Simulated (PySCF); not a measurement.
Isomers of C5H13NO3Si.

All values: PBE0/pcSseg-1 (PySCF) at GFN2-xTB geometries, gas phase, one conformer each.

Question: Rank by LUMO energy, highest first.
A. `[CH3:1][C@@H:2]([CH:3]=[O:4])[O:5][Si@H:6]([OH:7])[N:8]([CH3:9])[CH3:10]` with C1–C2–C3–O4 135°, C1–C2–O5–Si6 163°, C2–O5–Si6–O7 57°, O5–Si6–O7–H 14°, O5–Si6–N8–C9 -47°
B. `[CH3:1][NH:2][Si@@H:3]([O:4][CH3:5])[C@H:6]([CH3:7])[C:8](=[O:9])[OH:10]` with C1–N2–Si3–O4 175°, N2–Si3–O4–C5 171°, N2–Si3–C6–C7 -63°, Si3–C6–C8–O9 90°, C6–C8–O10–H 177°
C. `[CH3:1][CH2:2][C:3](=[O:4])[O:5][Si@H:6]([OH:7])[N:8]([CH3:9])[CH3:10]` with C1–C2–C3–O4 5°, C2–C3–O5–Si6 178°, C3–O5–Si6–O7 -31°, O5–Si6–O7–H 33°, O5–Si6–N8–C9 168°
D. `[CH3:1][NH:2][Si@@H:3]1[O:4][CH2:5][CH2:6][C@H:7]([O:8][CH3:9])[O:10]1` with C1–N2–Si3–O4 -172°, C6–C7–O8–C9 180°, N2–Si3–O4–C5 -126°, Si3–O4–C5–C6 -20°, O4–C5–C6–C7 56°, C5–C6–C7–O8 57°
E. `[CH3:1][CH:2]([CH3:3])[O:4][Si:5]1([NH2:6])[O:7][CH2:8][CH2:9][O:10]1` with C1–C2–O4–Si5 161°, C2–O4–Si5–N6 -35°, O4–Si5–N6–H 179° and -40°, O4–Si5–O7–C8 -135°, Si5–O7–C8–C9 21°, O7–C8–C9–O10 -22°, C8–C9–O10–Si5 13°

Answer: D (1.31 eV), E (0.97 eV), B (0.21 eV), C (0.04 eV), A (-1.19 eV).

Question: Rank by the lowest IAO charge on any atom, highest value first.
A. `[CH3:1][CH2:2][C:3](=[O:4])[O:5][Si@H:6]([OH:7])[N:8]([CH3:9])[CH3:10]` with C1–C2–C3–O4 5°, C2–C3–O5–Si6 178°, C3–O5–Si6–O7 -31°, O5–Si6–O7–H 33°, O5–Si6–N8–C9 168°
B. `[CH3:1][NH:2][Si@@H:3]([O:4][CH3:5])[C@@H:6]([CH3:7])[C:8](=[O:9])[OH:10]` with C1–N2–Si3–O4 50°, N2–Si3–O4–C5 47°, N2–Si3–C6–C7 -56°, Si3–C6–C8–O9 -87°, C6–C8–O10–H -176°
C. `[CH3:1][C:2](=[O:3])[O:4][Si@H:5]([NH2:6])[O:7][CH:8]([CH3:9])[CH3:10]` with C1–C2–O4–Si5 -176°, C2–O4–Si5–N6 -59°, O4–Si5–N6–H 49° and -176°, O4–Si5–O7–C8 65°, Si5–O7–C8–C9 -156°

Answer: B (-0.689 e), A (-0.802 e), C (-0.863 e).

Question: Rank by the highest Hirshfeld charge on any atom, highest value first.
A. `[CH3:1][NH:2][Si@@H:3]([O:4][CH3:5])[C@H:6]([CH3:7])[C:8](=[O:9])[OH:10]` with C1–N2–Si3–O4 175°, N2–Si3–O4–C5 171°, N2–Si3–C6–C7 -63°, Si3–C6–C8–O9 90°, C6–C8–O10–H 177°
B. `[CH3:1][NH:2][Si@@H:3]([O:4][CH3:5])[C@@H:6]([CH3:7])[C:8](=[O:9])[OH:10]` with C1–N2–Si3–O4 50°, N2–Si3–O4–C5 47°, N2–Si3–C6–C7 -56°, Si3–C6–C8–O9 -87°, C6–C8–O10–H -176°
C. `[CH3:1][CH:2]([CH3:3])[O:4][Si:5]1([NH2:6])[O:7][CH2:8][CH2:9][O:10]1` with C1–C2–O4–Si5 161°, C2–O4–Si5–N6 -35°, O4–Si5–N6–H 179° and -40°, O4–Si5–O7–C8 -135°, Si5–O7–C8–C9 21°, O7–C8–C9–O10 -22°, C8–C9–O10–Si5 13°
D. `[CH3:1][C:2](=[O:3])[O:4][Si@H:5]([NH2:6])[O:7][CH:8]([CH3:9])[CH3:10]` with C1–C2–O4–Si5 -176°, C2–O4–Si5–N6 -59°, O4–Si5–N6–H 49° and -176°, O4–Si5–O7–C8 65°, Si5–O7–C8–C9 -156°
E. `[CH3:1][NH:2][Si@@H:3]1[O:4][CH2:5][CH2:6][C@@H:7]([O:8][CH3:9])[O:10]1` with C1–N2–Si3–O4 -173°, C6–C7–O8–C9 -173°, N2–Si3–O4–C5 -143°, Si3–O4–C5–C6 45°, O4–C5–C6–C7 -61°, C5–C6–C7–O8 -60°

Answer: C (+0.530 e), D (+0.477 e), E (+0.463 e), A (+0.438 e), B (+0.427 e).

All values together:

| SMILES | μ (D) | HOMO (eV) | LUMO (eV) | lowest IAO charge (e) | highest IAO charge (e) | lowest Hirshfeld charge (e) | highest Hirshfeld charge (e) |
| --- | --- | --- | --- | --- | --- | --- | --- |
| CC(C)O[Si]1(N)OCCO1 | 1.34 | -7.35 | 0.97 | -0.859 (N) | +1.617 (Si) | -0.319 (N) | +0.530 (Si) |
| CN[Si@@H]1OCC[C@@H](OC)O1 | 0.82 | -6.79 | 1.34 | -0.689 (N) | +1.399 (Si) | -0.250 (N) | +0.463 (Si) |
| CN[Si@@H]1OCC[C@H](OC)O1 | 0.72 | -6.84 | 1.31 | -0.695 (N) | +1.395 (Si) | -0.249 (N) | +0.465 (Si) |
| CN[Si@@H](OC)[C@H](C)C(=O)O | 1.78 | -6.79 | 0.21 | -0.686 (N) | +1.254 (Si) | -0.264 (O) | +0.438 (Si) |
| C[C@@H](C=O)O[Si@H](O)N(C)C | 3.60 | -6.38 | -1.19 | -0.807 (O) | +1.386 (Si) | -0.311 (O) | +0.460 (Si) |
| CN[Si@@H](OC)[C@@H](C)C(=O)O | 1.14 | -6.89 | 0.15 | -0.689 (N) | +1.230 (Si) | -0.273 (O) | +0.427 (Si) |
| CCO[Si]1(N)OCCCO1 | 1.03 | -7.50 | 1.34 | -0.865 (N) | +1.631 (Si) | -0.329 (N) | +0.529 (Si) |
| CC(=O)O[Si@H](N)OC(C)C | 1.91 | -7.73 | 0.20 | -0.863 (N) | +1.393 (Si) | -0.318 (N) | +0.477 (Si) |
| CCC(=O)O[Si@H](O)N(C)C | 2.41 | -6.56 | 0.04 | -0.802 (O) | +1.405 (Si) | -0.308 (O) | +0.479 (Si) |

Conformers: `[CH3:1][CH:2]([CH3:3])[O:4][Si:5]1([NH2:6])[O:7][CH2:8][CH2:9][O:10]1` with C1–C2–O4–Si5 161°, C2–O4–Si5–N6 -35°, O4–Si5–N6–H 179° and -40°, O4–Si5–O7–C8 -135°, Si5–O7–C8–C9 21°, O7–C8–C9–O10 -22°, C8–C9–O10–Si5 13°; `[CH3:1][NH:2][Si@@H:3]1[O:4][CH2:5][CH2:6][C@@H:7]([O:8][CH3:9])[O:10]1` with C1–N2–Si3–O4 -173°, C6–C7–O8–C9 -173°, N2–Si3–O4–C5 -143°, Si3–O4–C5–C6 45°, O4–C5–C6–C7 -61°, C5–C6–C7–O8 -60°; `[CH3:1][NH:2][Si@@H:3]1[O:4][CH2:5][CH2:6][C@H:7]([O:8][CH3:9])[O:10]1` with C1–N2–Si3–O4 -172°, C6–C7–O8–C9 180°, N2–Si3–O4–C5 -126°, Si3–O4–C5–C6 -20°, O4–C5–C6–C7 56°, C5–C6–C7–O8 57°; `[CH3:1][NH:2][Si@@H:3]([O:4][CH3:5])[C@H:6]([CH3:7])[C:8](=[O:9])[OH:10]` with C1–N2–Si3–O4 175°, N2–Si3–O4–C5 171°, N2–Si3–C6–C7 -63°, Si3–C6–C8–O9 90°, C6–C8–O10–H 177°; `[CH3:1][C@@H:2]([CH:3]=[O:4])[O:5][Si@H:6]([OH:7])[N:8]([CH3:9])[CH3:10]` with C1–C2–C3–O4 135°, C1–C2–O5–Si6 163°, C2–O5–Si6–O7 57°, O5–Si6–O7–H 14°, O5–Si6–N8–C9 -47°; `[CH3:1][NH:2][Si@@H:3]([O:4][CH3:5])[C@@H:6]([CH3:7])[C:8](=[O:9])[OH:10]` with C1–N2–Si3–O4 50°, N2–Si3–O4–C5 47°, N2–Si3–C6–C7 -56°, Si3–C6–C8–O9 -87°, C6–C8–O10–H -176°; `[CH3:1][CH2:2][O:3][Si:4]1([NH2:5])[O:6][CH2:7][CH2:8][CH2:9][O:10]1` with C1–C2–O3–Si4 180°, C2–O3–Si4–N5 180°, O3–Si4–N5–H -65° and 65°, O3–Si4–O6–C7 -156°, Si4–O6–C7–C8 49°, O6–C7–C8–C9 -61°, C7–C8–C9–O10 61°; `[CH3:1][C:2](=[O:3])[O:4][Si@H:5]([NH2:6])[O:7][CH:8]([CH3:9])[CH3:10]` with C1–C2–O4–Si5 -176°, C2–O4–Si5–N6 -59°, O4–Si5–N6–H 49° and -176°, O4–Si5–O7–C8 65°, Si5–O7–C8–C9 -156°; `[CH3:1][CH2:2][C:3](=[O:4])[O:5][Si@H:6]([OH:7])[N:8]([CH3:9])[CH3:10]` with C1–C2–C3–O4 5°, C2–C3–O5–Si6 178°, C3–O5–Si6–O7 -31°, O5–Si6–O7–H 33°, O5–Si6–N8–C9 168°.
